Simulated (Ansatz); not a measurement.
`O[Si](O)(O)CCC(F)(F)C(F)(F)C(F)(F)C(F)(F)C(F)(F)C(F)(F)F` with charge +1. Total charge 1; doublet. Geometry PBE-D4/def2-SVP, that of the neutral singlet; atoms count from 1.

Cartesian coordinates in Å:
```
O -2.831 1.573 -0.162
Si -2.205 2.626 -1.304
O -3.386 3.279 -2.284
O -1.478 3.893 -0.482
C -1.032 1.796 -2.530
C 0.422 1.580 -2.088
C 0.686 0.791 -0.813
F 2.034 0.785 -0.581
F 0.089 1.391 0.274
C 0.226 -0.697 -0.829
F 0.895 -1.343 -1.810
F -1.115 -0.740 -1.136
C 0.337 -1.531 0.500
F -0.548 -1.020 1.391
F -0.049 -2.791 0.173
C 1.737 -1.604 1.184
F 1.974 -0.432 1.816
F 2.679 -1.801 0.228
C 1.939 -2.763 2.227
F 1.929 -3.948 1.578
F 3.170 -2.565 2.762
C 0.928 -2.847 3.413
F 1.389 -3.732 4.309
F -0.274 -3.259 2.981
F 0.798 -1.651 4.008
H -2.589 0.640 -0.294
H -4.067 3.788 -1.812
H -1.075 3.606 0.357
H -1.019 2.479 -3.405
H -1.486 0.854 -2.899
H 1.018 1.085 -2.881
H 0.907 2.559 -1.890
```

Single mean-field runs in def2-TZVP are fitted with def2-universal-jkfit.

Q: Estimate the Mulliken populations of the heavy atoms from the PBE0/def2-TZVP orbitals of Ansatz.

A: 
```tsv
atom	charge (e)	spin (α − β)
O1	-0.39	0.14
Si2	0.68	0.02
O3	-0.46	0.04
O4	-0.34	0.29
C5	-0.29	0.31
C6	-0.25	0.02
C7	0.27	0.02
F8	-0.12	0.01
F9	-0.17	0.02
C10	0.30	0.01
F11	-0.12	0.01
F12	-0.18	0.00
C13	0.28	0.01
F14	-0.14	0.00
F15	-0.12	0.00
C16	0.25	0.00
F17	-0.13	0.00
F18	-0.13	0.00
C19	0.30	0.00
F20	-0.12	0.00
F21	-0.12	0.00
C22	0.40	0.00
F23	-0.11	0.00
F24	-0.13	0.00
F25	-0.13	0.00
```
Mulliken values depend strongly on the basis.

Q: Where does the spin sit?

A: Summed by element: O 0.48, Si 0.02, C 0.37, F 0.06, H 0.07, of 1 unpaired in all. Largest on single atoms: C5 0.31, O4 0.29, O1 0.14.

Q: And the Mayer bond orders between heavy atoms (over 0.3)?

A: O1–Si2 1.22 (1.68 Å); Si2–O3 1.32 (1.67 Å); Si2–O4 1.19 (1.68 Å); Si2–C5 0.78 (1.89 Å); C5–C6 1.04 (1.53 Å); C6–C7 0.96 (1.52 Å); C7–F8 1.13 (1.37 Å); C7–F9 1.03 (1.38 Å); C7–C10 0.96 (1.56 Å); C10–F11 1.15 (1.35 Å); C10–F12 1.00 (1.38 Å); C10–C13 0.93 (1.57 Å); C13–F14 1.09 (1.36 Å); C13–F15 1.12 (1.36 Å); C13–C16 0.96 (1.56 Å); C16–F17 1.10 (1.35 Å); C16–F18 1.11 (1.36 Å); C16–C19 0.94 (1.57 Å); C19–F20 1.14 (1.35 Å); C19–F21 1.13 (1.36 Å); C19–C22 0.97 (1.56 Å); C22–F23 1.18 (1.34 Å); C22–F24 1.14 (1.34 Å); C22–F25 1.16 (1.34 Å).
